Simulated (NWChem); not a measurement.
The numbers come from NWChem runs, not from measurements. System: CSi, charge 0, spin multiplicity 3, at a geometry optimised with UPBE/def2-SVP. The structure started from a generated list of species. Its SCF solution wasn't tested for a lower state. Level: ROCCSD(T)/cc-pVTZ, 6 core orbitals frozen.

The NWChem input:

```
start mol
memory heap 100 mb stack 700 mb global 1900 mb
geometry units angstroms nocenter noautoz
  Si     0.000000     0.000000     0.521192
  C      0.000000     0.000000    -1.216116
  symmetry group C2v
end
basis spherical
  * library cc-pvtz
end
scf
  rohf
  nopen 2
  maxiter 100
  thresh 1e-7
  semidirect memsize 60000000 filesize 0
  # guess.movecs holds the orbitals of an unrestricted PBE0 run
  vectors input guess.movecs swap 9 11 output mol.movecs
end
tce
  freeze core 6
  ccsd(t)
  2eorb
  2emet 13
  thresh 1e-6
  maxiter 100
  tilesize 24
end
task tce energy
```

NWChem printed:

```
             Northwest Computational Chemistry Package (NWChem) 7.3.0
             --------------------------------------------------------

                                NWChem Input Module
                                -------------------

 Scaling coordinates for geometry "geometry" by  1.889725989
 (inverse scale =  0.529177249)

 Turning off AUTOSYM since
 SYMMETRY directive was detected!

                             Geometry "geometry" -> ""
                             -------------------------

 Output coordinates in angstroms (scale by  1.889725989 to convert to a.u.)

  No.       Tag          Charge          X              Y              Z
 ---- ---------------- ---------- -------------- -------------- --------------
    1 Si                  14.0000     0.00000000     0.00000000     0.52119200
    2 C                    6.0000     0.00000000     0.00000000    -1.21611600

 Effective nuclear repulsion energy (a.u.)      25.5860727723

            Nuclear Dipole moment (a.u.)
            ----------------------------
        X                 Y               Z
 ---------------- ---------------- ----------------
     0.0000000000     0.0000000000    -0.0000151178

      Symmetry information
      --------------------

 Group name             C2v
 Group number             16
 Group order               4
 No. of unique centers     2

      Symmetry unique atoms

     1    2


 Summary of "ao basis" -> "" (spherical)
 ------------------------------------------------------------------------------
       Tag                 Description            Shells   Functions and Types
 ---------------- ------------------------------  ------  ---------------------
 *                          cc-pvtz                   on all atoms

 Summary of "ao basis" -> "ao basis" (spherical)
 ------------------------------------------------------------------------------
       Tag                 Description            Shells   Functions and Types
 ---------------- ------------------------------  ------  ---------------------
 Si                         cc-pvtz                 12       34   5s4p2d1f
 C                          cc-pvtz                 10       30   4s3p2d1f

                                 NWChem SCF Module
                                 -----------------

  ao basis        = "ao basis"
  functions       =    64
  atoms           =     2
  closed shells   =     9
  open shells     =     2
  charge          =   0.00
  wavefunction    = ROHF
  use symmetry    = T
  symmetry adapt  = T

 Summary of "ao basis" -> "ao basis" (spherical)
 ------------------------------------------------------------------------------
       Tag                 Description            Shells   Functions and Types
 ---------------- ------------------------------  ------  ---------------------
 Si                         cc-pvtz                 12       34   5s4p2d1f
 C                          cc-pvtz                 10       30   4s3p2d1f

      Symmetry analysis of basis
      --------------------------

        a1         28
        a2          6
        b1         15
        b2         15

 Forming initial guess at       0.0s

 Swapping ROHF orbitals     9   11

      Symmetry analysis of molecular orbitals - initial
      -------------------------------------------------

  Numbering of irreducible representations:

     1 a1          2 a2          3 b1          4 b2

  Orbital symmetries:

     1 a1          2 a1          3 a1          4 b1          5 a1
     6 b2          7 a1          8 a1          9 b2         10 a1
    11 b1         12 b1         13 b2         14 a1         15 a1
    16 a1         17 a2         18 a1         19 b1         20 b2
    21 b1

 Starting SCF solution at       0.1s

 ----------------------------------------------
         Quadratically convergent ROHF

 Convergence threshold     :          1.000E-07
 Maximum no. of iterations :          100
 Final Fock-matrix accuracy:          1.000E-09
 ----------------------------------------------

              iter       energy          gnorm     gmax       time
             ----- ------------------- --------- --------- --------
                 1     -326.5042679775  9.76D-01  3.69D-01      1.0
                 2     -326.5890284935  3.45D-01  1.04D-01      1.0
                 3     -326.6086214155  3.68D-01  1.11D-01      1.0
                 4     -326.6152840719  2.30D-01  6.95D-02      1.0
                 5     -326.6208253841  1.82D-02  6.54D-03      1.1
                 6     -326.6211597994  1.06D-03  5.23D-04      1.1
                 7     -326.6211608266  3.69D-06  2.15D-06      1.2
                 8     -326.6211608267  3.62D-09  1.75D-09      1.3

       Final ROHF results
       ------------------

         Total SCF energy =   -326.621160826663
      One-electron energy =   -502.105952838966
      Two-electron energy =    149.898719239960
 Nuclear repulsion energy =     25.586072772344

        Time for solution =      1.3s

       Symmetry analysis of molecular orbitals - final
       -----------------------------------------------

  Numbering of irreducible representations:

     1 a1          2 a2          3 b1          4 b2

  Orbital symmetries:

     1 a1          2 a1          3 a1          4 b1          5 a1
     6 b2          7 a1          8 a1          9 b2         10 a1
    11 b1         12 b1         13 b2         14 a1         15 a1
    16 a2         17 a1         18 a1         19 b1         20 b2
    21 a1

             Final eigenvalues
             -----------------

              1
    1  -68.8232
    2  -11.2847
[...]
    4   -4.2692
    5   -4.2686
    6   -4.2682
    7   -0.8252
    8   -0.4645
    9   -0.3271
   10   -0.1992
   11   -0.1681
   12    0.0660
   13    0.0703
   14    0.1549
   15    0.2993
   16    0.3520
   17    0.3520
   18    0.3772
   19    0.3782
   20    0.3790
   21    0.4538

                       ROHF Final Molecular Orbital Analysis
                       -------------------------------------

 Vector    9  Occ=2.000000D+00  E=-3.270836D-01  Symmetry=b2
              MO Center= -4.7D-16,  2.8D-15, -5.6D-01, r^2= 2.1D+00
   Bfn.  Coefficient  Atom+Function         Bfn.  Coefficient  Atom+Function
  ----- ------------  ---------------      ----- ------------  ---------------
    10      0.316435  1 Si py                43      0.306772  2 C  py
    46      0.260432  2 C  py                16      0.248512  1 Si py
    40      0.219642  2 C  py

 Vector   10  Occ=1.000000D+00  E=-1.991740D-01  Symmetry=a1
              MO Center= -3.3D-19,  2.1D-17, -1.3D+00, r^2= 1.5D+00
   Bfn.  Coefficient  Atom+Function         Bfn.  Coefficient  Atom+Function
  ----- ------------  ---------------      ----- ------------  ---------------
    44      0.405925  2 C  pz                41      0.296615  2 C  pz
    11     -0.261577  1 Si pz                36     -0.248474  2 C  s
    38     -0.246379  2 C  s                 47      0.224352  2 C  pz

 Vector   11  Occ=1.000000D+00  E=-1.681033D-01  Symmetry=b1
              MO Center=  3.1D-15, -9.3D-16, -9.0D-01, r^2= 1.5D+00
   Bfn.  Coefficient  Atom+Function         Bfn.  Coefficient  Atom+Function
  ----- ------------  ---------------      ----- ------------  ---------------
    42      0.406341  2 C  px                45      0.288603  2 C  px
    39      0.278800  2 C  px                 9      0.218582  1 Si px

 Vector   12  Occ=0.000000D+00  E= 6.603772D-02  Symmetry=b1
              MO Center= -3.9D-14, -2.5D-15,  5.7D-01, r^2= 3.7D+00
   Bfn.  Coefficient  Atom+Function         Bfn.  Coefficient  Atom+Function
  ----- ------------  ---------------      ----- ------------  ---------------
    15      0.855778  1 Si px                45     -0.452190  2 C  px
     9      0.292509  1 Si px

 Vector   13  Occ=0.000000D+00  E= 7.034515D-02  Symmetry=b2
              MO Center= -1.0D-15, -1.8D-15,  2.4D-01, r^2= 3.8D+00
   Bfn.  Coefficient  Atom+Function         Bfn.  Coefficient  Atom+Function
  ----- ------------  ---------------      ----- ------------  ---------------
    16      0.784108  1 Si py                46     -0.525898  2 C  py
    10      0.266604  1 Si py                43     -0.216339  2 C  py
    40     -0.186047  2 C  py

 Vector   14  Occ=0.000000D+00  E= 1.548960D-01  Symmetry=a1
              MO Center= -5.9D-15, -1.7D-15,  2.9D-01, r^2= 6.4D+00
   Bfn.  Coefficient  Atom+Function         Bfn.  Coefficient  Atom+Function
  ----- ------------  ---------------      ----- ------------  ---------------
    38      2.912964  2 C  s                  5     -2.525514  1 Si s
    17      2.293720  1 Si pz                47      1.216126  2 C  pz
    20     -0.354844  1 Si d  0              11      0.341544  1 Si pz
    44      0.197444  2 C  pz

 center of mass
 --------------
 x =   0.00000000 y =   0.00000000 z =  -0.00056913

 moments of inertia (a.u.)
 ------------------
          90.515545505978           0.000000000000           0.000000000000
           0.000000000000          90.515545505978           0.000000000000
           0.000000000000           0.000000000000           0.000000000000

  Mulliken analysis of the total density
  --------------------------------------

    Atom       Charge   Shell Charges
 -----------   ------   -------------------------------------------------------
    1 Si  14    13.76   2.00  1.93  1.08  0.17  0.64  5.50  1.07  0.56  0.62  0.10  0.07  0.02
    2 C    6     6.24   1.96  0.93  0.19  0.46  0.63  1.26  0.79  0.00  0.02  0.00

 Mulliken analysis of the open-shell density
 -------------------------------------------

    Atom       Charge   Shell Charges
 -----------   ------   -------------------------------------------------------
    1 Si  14     0.37   0.00  0.00  0.00  0.00  0.02  0.00  0.22  0.01  0.07  0.02  0.02  0.01
    2 C    6     1.63  -0.00  0.08  0.02  0.08  0.37  0.71  0.37  0.00  0.00  0.00

       Multipole analysis of the density wrt the origin
       ------------------------------------------------

     L   x y z        total         open         nuclear
     -   - - -        -----         ----         -------
     0   0 0 0     -0.000000     -2.000000     20.000000

     1   1 0 0     -0.000000     -0.000000      0.000000
     1   0 1 0     -0.000000      0.000000      0.000000
     1   0 0 1      0.585656      4.138766     -0.000015

     2   2 0 0    -12.813749     -3.676132      0.000000
     2   1 1 0      0.000000      0.000000      0.000000
     2   1 0 1     -0.000000     -0.000000      0.000000
     2   0 2 0    -15.688213     -1.735112      0.000000
     2   0 1 1      0.000000     -0.000000      0.000000
     2   0 0 2    -15.024774    -14.182389     45.268969

                   NWChem Extensible Many-Electron Theory Module
                   ---------------------------------------------


            General Information
            -------------------
      Number of processors :     1
         Wavefunction type : Restricted open-shell Hartree-Fock
          No. of electrons :    20
           Alpha electrons :    11
            Beta electrons :     9
           No. of orbitals :   128
            Alpha orbitals :    64
             Beta orbitals :    64
        Alpha frozen cores :     6
         Beta frozen cores :     6
     Alpha frozen virtuals :     0
      Beta frozen virtuals :     0
         Spin multiplicity : triplet
    Number of AO functions :    64
       Number of AO shells :    22
        Use of symmetry is : on
      Symmetry adaption is : on
         Schwarz screening : 0.10D-09

          Correlation Information
          -----------------------
          Calculation type : Coupled-cluster singles & doubles w/ perturbation
   Perturbative correction : (T)
            Max iterations :      100
        Residual threshold : 0.10D-05
     T(0) DIIS level shift : 0.00D+00
     L(0) DIIS level shift : 0.00D+00
     T(1) DIIS level shift : 0.00D+00
     L(1) DIIS level shift : 0.00D+00
     T(R) DIIS level shift : 0.00D+00
     T(I) DIIS level shift : 0.00D+00
   CC-T/L Amplitude update :  5-th order DIIS
                I/O scheme : Global Array Library
        L-threshold :  0.10D-05
        EOM-threshold :  0.10D-05
 no EOMCCSD initial starts read in
 TCE RESTART OPTIONS
 SLICE:      F
 D4D5:       F
 quantumc:   F
 qrotation:  F
 pwtce:      F
 qducc:      F
 nacto:                         0
 nrotv:                         0
 nrot:                          0

            Memory Information
            ------------------
          Available GA space size is     249028608 doubles
          Available MA space size is     104853148 doubles

 Maximum block size supplied by input
 Maximum block size        24 doubles

 tile_dim =     21

 -------------------------------------------------

 Global array virtual files algorithm will be used

 Parallel file system coherency ......... OK

 4-electron integrals stored in orbital form

 v2    file size   =           883135
 4-index algorithm nr.  13 is used
 imaxsize =       30
 imaxsize ichop =        0


CCSD iterations
 ---------------------------------------------------------
 Iter          Residuum       Correlation     Cpu    Wall
 ---------------------------------------------------------
    1   0.1313289395463  -0.2148622056744     0.2     0.2
    2   0.0460540399054  -0.2190124005952     0.2     0.2
    3   0.0372396954182  -0.2251410863757     0.2     0.2
    4   0.0371671599250  -0.2280915302316     0.2     0.2
    5   0.0479019609797  -0.2267197475981     0.1     0.1
    6   0.0043629905995  -0.2289307039630     0.2     0.2
    7   0.0029976703398  -0.2288968926451     0.2     0.2
    8   0.0021109447085  -0.2290020995238     0.2     0.2
    9   0.0019567405889  -0.2290140331801     0.2     0.2
   10   0.0016239209317  -0.2291239551089     0.2     0.2
   11   0.0005233895642  -0.2292502225845     0.2     0.2
   12   0.0003718358018  -0.2292340445029     0.2     0.2
   13   0.0002419201622  -0.2292272733019     0.2     0.2
   14   0.0002105867531  -0.2292276087473     0.2     0.2
   15   0.0001487945590  -0.2292214605790     0.2     0.2
   16   0.0000633656625  -0.2292182787935     0.2     0.2
   17   0.0000492924691  -0.2292186558573     0.2     0.2
   18   0.0000461394363  -0.2292189100940     0.2     0.2
   19   0.0000507864141  -0.2292212780238     0.2     0.2
   20   0.0000568830845  -0.2292196494039     0.2     0.2
   21   0.0000090462108  -0.2292231854107     0.2     0.2
   22   0.0000059843542  -0.2292228262320     0.2     0.2
   23   0.0000038027545  -0.2292225926339     0.2     0.2
   24   0.0000036010273  -0.2292227505983     0.2     0.2
   25   0.0000027850887  -0.2292224922476     0.2     0.2
   26   0.0000011156042  -0.2292225603978     0.2     0.2
   27   0.0000008408593  -0.2292225536423     0.1     0.1
 -----------------------------------------------------------------
 Iterations converged
 CCSD correlation energy / hartree =        -0.229222553642283
 CCSD total energy / hartree       =      -326.850383380305175

 Singles contributions
    10a1  (beta ) ---     8a1  (beta )        0.1408799109

 Doubles contributions
    13b2  (alpha)    13b2  (beta ) ---     9b2  (alpha)     9b2  (beta )       -0.1258992752
 CCSD(T)
 Using plain CCSD(T) code
             total no. of tasks          708
 total no. of tasks / no. procs          708
                         wl_min            2           1.1
                         wl_max        74088           6.5
        thresh for no. of tasks          708

 CCSD[T]  correction energy / hartree =        -0.017365938507927
 CCSD[T] correlation energy / hartree =        -0.246588492150210
 CCSD[T] total energy / hartree       =      -326.867749318813082
 CCSD(T)  correction energy / hartree =        -0.016029231599554
 CCSD(T) correlation energy / hartree =        -0.245251785241837
 CCSD(T) total energy / hartree       =      -326.866412611904707

 Task  times  cpu:        9.9s     wall:        9.9s

 Total times  cpu:       10.0s     wall:       10.0s
```
